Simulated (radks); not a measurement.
Fractional charge and spin in the 1s shell of boron: the spin-up occupation runs from 0 to 1 and the spin-down occupation from 0 to 1; the fullest corner is B+, 2s2 1s(up 1, down 1). Method: scalar-relativistic Kohn-Sham, LDA (Slater exchange, Perdew-Wang correlation), spin-polarised, spherical densities, point nucleus; computed with a radial shooting solver on a logarithmic mesh with Libxc functionals. Energy (eV) minus the two flat planes that join the four corners (they meet along the diagonal where the two added fractions sum to one electron); zero is where a piecewise linear energy would lie.

down \ up       0    0.25     0.5    0.75       1
0           0.000  -4.556  -6.488  -5.047   0.000
0.25       -4.556  -4.422  -1.674   4.355  -4.044
0.5        -6.488  -1.674   5.690  -1.694  -5.701
0.75       -5.047   4.355  -1.694  -4.679  -4.412
1           0.000  -4.044  -5.701  -4.412   0.000

Corners above the fullest one (they belong to B2+ and the next ion): (up 1, down 0) 215.72 eV, (up 0, down 1) 215.72 eV, (up 0, down 0) 503.13 eV. With half an added electron in each spin the energy lies 5.690 eV from the planes, and with half an added electron in spin up alone -6.488 eV. The planes are only a guide here: the flat-plane condition holds for ground states with one frontier orbital, while this shell lies below other occupied shells, so the corners above the fullest one are inner-hole states and not the ground states of those ions.
